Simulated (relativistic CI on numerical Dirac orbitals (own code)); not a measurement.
# Energy levels of Bi LXVII

Computed by Dirac-Coulomb-Breit CI, orbitals from a KLI potential per configuration, model QED, unscaled Slater integrals (own radial code, finite nucleus).

CI space (outside the closed core [Ne]): 3s²3p⁵, 3s²3p⁴3d, 3s3p⁶, 3s3p⁵3d, 3s3p⁴3d², 3p⁶3d, 3s²3p³3d4p, 3s²3p⁴4s, 3s3p⁴3d4s, 3p⁶4s, 3s²3p⁴4p, 3p⁶4p, 3s²3p³3d², 3s²3p²3d³, 3s3p³3d³, 3s²3p²3d²4s, 3s²3p²3d²4p. Double excitations out of closed p, d and f shells are left out; levels of such configurations are missing from the list, as are those of other unlisted configurations, and high levels can miss mixing partners.

The lowest level is 3s²3p⁵ ²P°3/2, with 99 % of that term; Hund's rules for 3s²3p⁵ give ²P° with J = 3/2, in agreement.

```csv
No.,Configuration,Term,J,E (10³ cm⁻¹),%,Next component (%),Landé g
1,3s²3p⁵,²P°,3/2,0.0,99,1 3s²3p³3d² ²P°,1.316
2,3p⁴(3P)3d,⁴D,3/2,2208.0,34,34 ²D,1.164
3,3p⁴(3P)3d,⁴D,5/2,2271.2,35,26 ²F,1.155
4,3p⁴(3P)3d,⁴P,1/2,2278.0,52,25 ²P,1.753
5,3p⁴(3P)3d,²F,7/2,2295.7,37,29 ²G,1.095
6,3p⁴(1S)3d,²D,3/2,2483.3,64,19 ⁴F,0.829
7,3p⁴(1D)3d,²F,7/2,3310.7,48,42 ⁴D,1.241
8,3p⁴(3P)3d,⁴F,9/2,3328.4,67,32 ²G,1.245
9,3p⁴(3P)3d,²P,1/2,3405.5,61,22 ²S,1.122
10,3p⁴(1S)3d,²D,5/2,3603.6,55,21 ⁴P,1.200
11,3p⁴(3P)3d,²P,3/2,3666.7,42,33 ²D,1.195
12,3p⁴(3P)3d,²D,5/2,3705.3,60,18 ⁴D,1.184
13,3p³(2P°)3d²(3F),⁴F°,3/2,4559.8,28,24 ²D°,0.882
14,3p³(2P°)3d²(3F),⁴F°,5/2,4621.9,24,23 ²F°,0.973
15,3p³(2P°)3d²(3F),⁴D°,1/2,4626.2,47,27 ²P°,0.200
16,3p³(2P°)3d²(3F),²G°,7/2,4635.0,25,21 ²F°,1.028
17,3p³(2P°)3d²(1S),²P°,3/2,4868.2,22,19 ²D°,1.361
18,3s²3p⁵,²P°,1/2,4909.0,99,1 3s²3p³3d² ²P°,0.641
19,3p³(2P°)3d²(3F),⁴G°,9/2,5635.8,33,17 ⁶F°,1.169
20,3s²3p³3d²,²F°,7/2,5680.2,22,21 ⁴F°,1.197
21,3p³(2P°)3d²(3F),⁴D°,3/2,5778.6,34,18 ²D°,1.102
22,3p³(2D°)3d²(3P),⁴P°,1/2,5781.6,43,22 ²S°,1.657
23,3p³(2P°)3d²(3F),²F°,5/2,5786.6,26,18 ⁴D°,1.084
24,3p³(2P°)3d²(3P),⁴D°,5/2,5792.3,26,22 ⁴P°,1.412
25,3p³(2P°)3d²(1G),²H°,11/2,5802.6,39,33 ⁴G°,1.139
26,3s²3p³3d²,²F°,7/2,5845.4,29,25 ²G°,1.109
27,3p³(2P°)3d²(1G),²G°,7/2,5960.7,23,20 ²F°,1.112
28,3p³(2P°)3d²(3P),²D°,5/2,5966.1,27,20 ⁴F°,1.180
29,3p³(2P°)3d²(3P),²P°,3/2,5997.7,24,16 ⁴P°,1.256
30,3p³(2P°)3d²(1G),²G°,9/2,6029.8,39,26 ²H°,1.070
31,3p³(2D°)3d²(3P),⁴F°,3/2,6080.0,25,24 ²D°,1.086
32,3p³(2P°)3d²(1G),²F°,5/2,6145.3,45,22 ²D°,0.937
33,3p³(2P°)3d²(3P),²P°,1/2,6166.9,47,36 ⁴D°,0.672
34,3s3p⁶,²S,1/2,6774.3,71,11 3s²3p⁴3d ²S,1.886
35,3p³(2P°)3d²(3F),⁴G°,11/2,6856.2,41,26 ²H°,1.202
36,3p³(2P°)3d²(1D),²D°,5/2,6924.6,29,22 ²F°,1.211
37,3p³(2P°)3d²(1D),²F°,7/2,6959.0,30,30 ⁴D°,1.227
38,3p³(2P°)3d²(3F),⁴F°,9/2,6986.3,40,26 ²G°,1.208
39,3p⁴(3P)3d,⁴D,1/2,7011.3,77,13 ²P,0.280
40,3p²(3P)3d³(2D),⁴F,3/2,7064.2,33,23 ²D,0.734
41,3p³(2P°)3d²(1D),²P°,1/2,7106.3,48,22 ⁴D°,0.935
42,3p⁴(3P)3d,⁴F,3/2,7108.6,34,31 ⁴D,0.907
43,3p⁴(3P)3d,⁴F,5/2,7176.0,50,36 ²F,0.975
44,3p⁴(1D)3d,²G,7/2,7186.6,59,25 ²F,0.991
45,3p³(2P°)3d²(3F),²F°,7/2,7257.4,32,22 ⁴D°,1.164
```

Energies count from the lowest computed level; ° marks odd parity. Percentages are summed over parent terms; the parents shown are those of the largest component, closed shells are left out there.

The mean weight of the leading LS term, summed over parents, in these 45 levels is 43 %, and that of the leading jj configuration (from the same eigenvectors) 98 %, so jj coupling describes them better and the LS labels are nominal.

At this charge energies of transitions that change n are usually good to better than 1 %, and those within a shell (Δn = 0) to a few per cent.

LS names give the leading component of a level, which can be under half, so a name can repeat, a term be missing and a line seem to break the LS rules.
